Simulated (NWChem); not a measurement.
System: GeH$_{3}$OF; SMILES [F][GeH2][OH]

NWChem input:

```
start job
memory heap 200 mb stack 900 mb global 1100 mb
geometry units angstroms noautoz
  Ge    -0.293199     0.032086    -0.029964
  O      0.873816    -1.309170    -0.176431
  F      0.605550     1.545474    -0.083491
  H     -1.171018    -0.054860    -1.293549
  H     -1.016078     0.037414     1.342400
  H      1.456559    -1.362665     0.603970
end
basis spherical
  * library def2-tzvp
end
dft
  xc xpbe96 cpbe96
  iterations 150
  mulliken
end
task dft energy
```

All runs use the structure optimised with PBE-D3(BJ)/def2-SVP.

Q: What results follow from this input? (PBE/def2-TZVP.) Quantities: energy (Ha); highest occupied level (eV); orbital gap (eV); dipole (D).

A: 
* **energy (Ha)**: -2253.52
* **highest occupied level (eV)**: -7.59
* **orbital gap (eV)**: 6.78
* **dipole (D)**: 1.90
